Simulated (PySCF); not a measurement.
Pt: excitation energy

Pt [Xe] 4f14 5d9 6s1 (3D) → Pt [Xe] 4f14 5d8 6s2 (3F), as a difference of total energies. Computed with PySCF 2.14 in aug-cc-pVQZ-PP with ECP60MDF (7s7p6d4f3g2h, 135 functions), with a scalar-relativistic core potential. Correlated levels: valence: 5s2 5p6 frozen. The calculations carry no spin-orbit coupling.

```json
{"method": "UHF", "excitation energy (eV)": "0.285", "error (eV)": "-0.112"}
{"method": "LDA", "excitation energy (eV)": "0.613", "error (eV)": "+0.216"}
{"method": "PBE", "excitation energy (eV)": "0.557", "error (eV)": "+0.160"}
{"method": "PBE0", "excitation energy (eV)": "0.574", "error (eV)": "+0.177"}
{"method": "r2SCAN", "excitation energy (eV)": "0.303", "error (eV)": "-0.094"}
{"method": "TPSS", "excitation energy (eV)": "0.444", "error (eV)": "+0.047"}
{"method": "TPSSh", "excitation energy (eV)": "0.461", "error (eV)": "+0.064"}
{"method": "BLYP", "excitation energy (eV)": "0.447", "error (eV)": "+0.050"}
{"method": "MP2 (valence)", "excitation energy (eV)": "0.641", "error (eV)": "+0.244"}
{"method": "SCS-MP2 (valence)", "excitation energy (eV)": "0.517", "error (eV)": "+0.120"}
```

Reference: 0.397 eV (measured; NIST levels, between the centres of gravity of the two terms).
